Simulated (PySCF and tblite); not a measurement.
The numbers below are computed, except where a source is named.
C5H7NS2, numbered as in [N:1]#[C:2][C@@H:3]1[CH2:4][CH2:5][S:6][CH2:7][S:8]1.

The ensemble was built from 60 distance-geometry starts (ETKDG, MMFF94s, GFN2-xTB) and rests on GFN2-xTB geometries. Energies: PBE0-D3(BJ)/pcSseg-1, with GFN2-xTB thermal terms (modes under about 100 cm⁻¹ blended into free rotors). Symmetry numbers and mirror images are counted. Conformers within 2.5 kcal/mol (GFN2-xTB free energy) were kept, 6 at most. (PySCF 2.14, tblite 0.8.)

The 6-ring runs over atoms 3–4–5–6–7–8.

```csv
conformer,shape,symmetry,dipole D
1,6-ring chair (all substituents equatorial),C1,4.11
2,6-ring chair (C2 axial),C1,2.60
```

Q: Which of these conformers is the most populated at 298.15 K, and with what share?

A: Conformer 2, about 98 %.

Q: Give the DFT energies and free energies relative to the lowest, and all weights.

A: 
```
conformer                                       shape  E(DFT) kcal/mol  G(298.15 K) kcal/mol  weight %
        1  6-ring chair (all substituents equatorial)             2.46                  2.23       2.2
        2                     6-ring chair (C2 axial)             0.00                  0.00      97.8
```

Q: How does its share change from 250 K to 350 K?

A: From 99 % to 96 %; the mixing entropy goes from 0.12 to 0.33 cal/(mol K).
